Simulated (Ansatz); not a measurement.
`CC1[SiH2]B1Cl` + HBr → `ClB1[SiH2]C1Br` + CH₄  (substitution at a C–C bond)

Computed with Ansatz on PBE0-D4/def2-TZVP structures; ΔE is electronic, products minus reactants. CBS: MP2 limit from def2 TZ/QZ plus the TZ coupled-cluster correction, frozen cores. This one scheme is used for every species. Functionals use def2-TZVPP. B3LYP here is the variant with VWN-RPA as its local correlation; programs differ in this. For Br outer-core shells are correlated without core-valence functions, which leaves a few kJ/mol of doubt a bond. Scalar relativity is left out up to krypton.

`CC1[SiH2]B1Cl`:

```xyz
11

C    -0.391   -0.118   -1.496
C     0.232   -0.365   -0.147
Si    0.720    0.702    1.477
B    -0.480   -0.750    1.119
Cl   -2.099   -1.281    1.436
H    -0.459   -1.048   -2.068
H     0.189    0.594   -2.088
H    -1.405    0.274   -1.392
H     1.275   -0.703   -0.199
H     2.191    0.617    1.615
H     0.227    2.078    1.744
```

HBr:

Cartesian coordinates in Å:
```
Br -0.377 0.070 0.598
H 0.377 -0.070 -0.598
```

`ClB1[SiH2]C1Br`:

```xyz
8

Cl    1.273   -0.836   -2.299
B     0.270   -0.122   -1.100
Si   -1.007   -0.572    0.288
C     0.507    0.685    0.141
Br    2.190    0.968    1.005
H    -2.191    0.201    0.723
H    -0.909   -1.887    0.968
H    -0.132    1.562    0.274
```

CH₄:

Z-matrix (Å, degrees):
```
C
H 1 1.090
H 1 1.090 2 109.5
H 1 1.090 2 109.5 3 -120.0
H 1 1.090 2 109.5 3 120.0
```

```json
{"level": "PBE-D4", "ΔE (kcal/mol)": "0.8", "difference from CCSD(T)/CBS": "-1.3"}
{"level": "r2SCAN-D4", "ΔE (kcal/mol)": "1.1", "difference from CCSD(T)/CBS": "-1.0"}
{"level": "PBE0-D4", "ΔE (kcal/mol)": "2.0", "difference from CCSD(T)/CBS": "-0.1"}
{"level": "B3LYP-D4", "ΔE (kcal/mol)": "0.7", "difference from CCSD(T)/CBS": "-1.4"}
{"level": "ωB97X-V", "ΔE (kcal/mol)": "2.3", "difference from CCSD(T)/CBS": "0.2"}
{"level": "ωB97M-V", "ΔE (kcal/mol)": "2.2", "difference from CCSD(T)/CBS": "0.1"}
{"level": "B2PLYP", "ΔE (kcal/mol)": "1.1", "difference from CCSD(T)/CBS": "-1.0"}
{"level": "PBE", "ΔE (kcal/mol)": "0.9", "difference from CCSD(T)/CBS": "-1.2"}
{"level": "r2SCAN", "ΔE (kcal/mol)": "1.1", "difference from CCSD(T)/CBS": "-1.0"}
{"level": "PBE0", "ΔE (kcal/mol)": "2.1", "difference from CCSD(T)/CBS": "0.0"}
{"level": "B3LYP", "ΔE (kcal/mol)": "1.0", "difference from CCSD(T)/CBS": "-1.1"}
{"level": "HF/def2-TZVPP", "ΔE (kcal/mol)": "2.6", "difference from CCSD(T)/CBS": "0.5"}
{"level": "MP2/def2-TZVPP", "ΔE (kcal/mol)": "1.4", "difference from CCSD(T)/CBS": "-0.7"}
{"level": "SCS-MP2/def2-TZVPP", "ΔE (kcal/mol)": "1.5", "difference from CCSD(T)/CBS": "-0.6"}
{"level": "CCSD/def2-TZVPP", "ΔE (kcal/mol)": "2.6", "difference from CCSD(T)/CBS": "0.5"}
{"level": "CCSD(T)/def2-TZVPP", "ΔE (kcal/mol)": "2.2", "difference from CCSD(T)/CBS": "0.1"}
{"level": "HF/def2-QZVPP", "ΔE (kcal/mol)": "2.7", "difference from CCSD(T)/CBS": "0.6"}
{"level": "MP2/def2-QZVPP", "ΔE (kcal/mol)": "1.4", "difference from CCSD(T)/CBS": "-0.7"}
{"level": "SCS-MP2/def2-QZVPP", "ΔE (kcal/mol)": "1.4", "difference from CCSD(T)/CBS": "-0.7"}
{"level": "HF/CBS(def2)", "ΔE (kcal/mol)": "2.7", "difference from CCSD(T)/CBS": "0.6"}
{"level": "MP2/CBS(def2)", "ΔE (kcal/mol)": "1.3", "difference from CCSD(T)/CBS": "-0.8"}
{"level": "CCSD/CBS(def2)", "ΔE (kcal/mol)": "2.5", "difference from CCSD(T)/CBS": "0.4"}
{"level": "CCSD(T)/CBS", "ΔE (kcal/mol)": "2.1", "difference from CCSD(T)/CBS": "0"}
```

Largest T1 diagnostic among the species: 0.013.

From PBE to PBE0 (25 % exact exchange), in def2-TZVPP and without D4, ΔE moves by +1.2 kcal/mol.
